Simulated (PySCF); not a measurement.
Computed shifts of a molecule CH8FNSi2, HF/pcSseg-1 run with PySCF, GIAO, gas phase, atoms alike by connectivity averaged where their shifts nearly agree, in ppm (number of nuclei): ¹³C: 1.6 (1). ²⁹Si: 6.7 (1), -97.4 (1). ¹⁵N: 32.7 (1). ¹⁹F: -112.3 (1). ¹H: 3.46 (3), 1.64 (2), 0.64 (3). References: ¹³C against TMS (σ = 192.6 ppm); ²⁹Si against TMS (σ = 393.8 ppm); ¹⁵N against NH3 (σ = 267.3 ppm); ¹⁹F against CFCl3 (σ = 238.5 ppm); ¹H against TMS (σ = 31.99 ppm), references at their B3LYP-D3(BJ)/def2-TZVP geometries, non-relativistic. Geometry: B3LYP-D3(BJ)/def2-SVP. The values are those of a single conformer.

Task: Which structure fits?
A) N[C@H]([SiH3])[SiH2]F
B) CN([SiH3])[SiH2]F
C) C[Si@@H](F)N[SiH3]
D) C[Si@@](N)(F)[SiH3]

Result: D, C[Si@@](N)(F)[SiH3]
